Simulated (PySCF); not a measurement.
## N(2+) (nitrogen, charge +2) across methods

[He] 2s1 2p1 3d1, one real determinant (an excited configuration). Calculation: PySCF 2.14, in dyall-acv3z; the non-relativistic Hamiltonian (point nucleus).

```
method  E (hartree)  mean ε 2s α (eV)  mean ε 2p α (eV)  mean ε 3d α (eV)  Σ⟨r²⟩ (bohr²)   ⟨S²⟩
  BP86     -51.4926           -59.127           -48.713           -12.461          12.15  3.750
   UHF    -51.37566           -69.152           -59.081           -14.127          12.51  3.750
  PBE0     -51.4412           -61.700           -51.401           -12.886          12.24  3.750
 B97-3     -51.4818           -61.803           -51.458           -13.005          12.28  3.750
  TPSS     -51.5113           -59.442           -49.188           -12.316          12.18  3.750
revPBE     -51.4994           -59.080           -48.720           -12.436          12.17  3.750
   PBE     -51.4380           -59.075           -48.724           -12.359          12.15  3.750
r2SCAN     -51.4757           -59.905           -49.702           -12.233          12.25  3.750
```

(1) Estimate the same row for LDA.

⟨L²⟩ = 8.00 against 12 for a pure F term, so this real determinant mixes terms. The outer electron is Rydberg-like, and this basis confines it to a smaller radius and binds it less than a complete one would.

Answers

(1) E (hartree) = -51.0180; mean ε 2s α (eV) = -58.838; mean ε 2p α (eV) = -48.327; mean ε 3d α (eV) = -12.104; Σ⟨r²⟩ (bohr²) = 12.12; ⟨S²⟩ = 3.750.
